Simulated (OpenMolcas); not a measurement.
# Lines of S III: computed and rescaled rates

| Item | Value |
| --- | --- |
| Program | OpenMolcas |
| Method | SS-CASPT2, IPEA 0.25 Eh, imaginary shift 0.1 Eh (closed shells correlated: 2s 2p 3s) |
| Basis | ANO-RCC-VQZP [6s5p3d2f1g] |
| Scalar Hamiltonian | DKH2, point nucleus |
| Active space | 2 electrons in 3 orbitals (3p) |
| State averaging | 2S+1 = 3 even, 3 roots; 2S+1 = 1 even, 6 roots |
| Spin-orbit coupling | RASSI with atomic mean-field integrals over the reference wave functions, term energies averaged over their components |

Rates come from the transition moments of the reference wave functions (E1 and E2 in the length form). At fixed line strength A goes as λ^-3 for E1 and M1 and as λ^-5 for E2, so a rate at the computed wavelength can be rescaled to the measured one. Measured vacuum wavelengths follow from level energies in NIST levels in Podobedova, Kelleher and Wiese, J. Phys. Chem. Ref. Data 38, 171 (2009). Branching counts decays inside the model space alone, at computed energies, and the table is only a selection of the E2 and M1 lines, drawn from those between levels with measured partners whose computed energy lies within a factor of 1.5 of the measured one.

| Upper | Lower | Type | λ computed (nm) | λ measured (nm) | A computed (s-1) | A rescaled (s-1) | Branching % |
| --- | --- | --- | --- | --- | --- | --- | --- |
| 3s2 3p2 3P1 | 3s2 3p2 3P0 | M1 | 37260 | 33480 | 3.49e-04 | 4.81e-04 | 100.0 |
| 3s2 3p2 3P2 | 3s2 3p2 3P1 | M1 | 20490 | 18710 | 1.57e-03 | 2.06e-03 | 100.0 |
| 3s2 3p2 1D2 | 3s2 3p2 3P2 | M1 | 975 | 953.3 | 5.15e-02 |  | 72.0 |
| 3s2 3p2 1D2 | 3s2 3p2 3P1 | M1 | 930.7 | 907.1 | 1.98e-02 |  | 27.6 |
| 3s2 3p2 1S0 | 3s2 3p2 1D2 | E2 | 623.4 | 631.4 | 2.65e+00 | 2.49e+00 | 78.7 |
| 3s2 3p2 1S0 | 3s2 3p2 3P1 | M1 | 373.3 | 372.3 | 7.04e-01 |  | 20.9 |

Spin-changing lines and M1 lines between different terms are not rescaled, since their strength hangs on the term gaps too.

The largest correction is for 3s2 3p2 3P1 → 3s2 3p2 3P0 (M1): 3.49e-04 × (37260 / 33480)^3 = 4.81e-04 s-1, a factor of 1.38.

No measured rate stands beside these. Rescaling mends the energy factor alone: line strengths can still be far off where a level mixes with configurations outside the active space, and weak or spin-changing lines hang on small mixing coefficients that depend on the term gaps too, so rescaling need not improve them.

CASPT2 breaks the degeneracy within a term, and the mean is taken; among the terms shown or strongly mixed into the levels shown the widest spread is 100 cm-1 (3s2 3p2 1D). With the s shell closed, the reference lacks s² → p² mixing. Computed and measured levels are paired by configuration, term and J; levels that our copy of the source lacks, or whose pairing is in doubt (as where it misses far off the trend of its configuration), stay unpaired. Levels of configurations outside the active space are missing.
